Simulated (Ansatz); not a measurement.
`CO[BH][ZnH]` + `BS` → `B[S][ZnH]` + `BOC` at 700 K and 1 bar (cleavage of the Zn–B bond).

Isolated molecules relaxed with PBE0-D4/def2-TZVP in Ansatz; ΔE leaves out vibrations. CBS: MP2 limit from def2 TZ/QZ plus the TZ coupled-cluster correction, frozen cores. This one scheme is used for every species. For Zn outer-core shells are correlated without core-valence functions, which leaves a few kJ/mol of doubt a bond. Scalar relativity is left out up to krypton. Each species was taken in one conformer, which may not be the lowest.

```csv
species,CCSD(T)/CBS energy (Eh),H − E (kJ/mol),S (J/(mol·K))
`CO[BH][ZnH]`,-1919.39909,226.4,421.8
`BS`,-424.38198,115.9,297.3
`B[S][ZnH]`,-2202.78318,127.5,381.6
`BOC`,-141.04597,216.3,339.4
```

H − E and S are ideal-gas, rigid-rotor, harmonic terms from PBE0-D4/def2-TZVP, for one conformer and one mirror image of each species. 1 Eh = 2625.50 kJ/mol, R = 8.31446 J/(mol·K).

Problem. By hand: ΔE, ΔH, ΔS and ΔG.

Solution. ΔE = (-2202.78318) + (-141.04597) − (-1919.39909) − (-424.38198) = -0.04808 Eh = -126.2 kJ/mol. Δ(H − E) = 127.5 + 216.3 − 226.4 − 115.9 = 1.5, so ΔH = -124.7 kJ/mol. ΔS = 381.6 + 339.4 − 421.8 − 297.3 = 1.9 J/(mol·K). ΔG = -124.7 − 700 × (1.9)/1000 = -126.0 kJ/mol.

Problem. By hand: the equilibrium constant, and the temperature at which ΔG would vanish if ΔH and ΔS stayed fixed.

Solution. log₁₀ K = −ΔG/(RT ln 10) = 9.4. ΔH and −TΔS have one sign here, so there is no such temperature. One of them is within its doubt of zero, so this could turn.

The number of gas molecules stays the same, so ΔS is small and ΔH decides. A doubt of 5 kJ/mol in ΔE shifts log₁₀ K by 0.4 here. Other conformers and mirror images would add mixing entropy, several J/(mol·K) or more a flexible species. These are equilibria of isolated gas molecules and say nothing of rates. Largest T1 diagnostic: 0.017 (customary marks: 0.02 for closed shells, 0.045 for open ones).
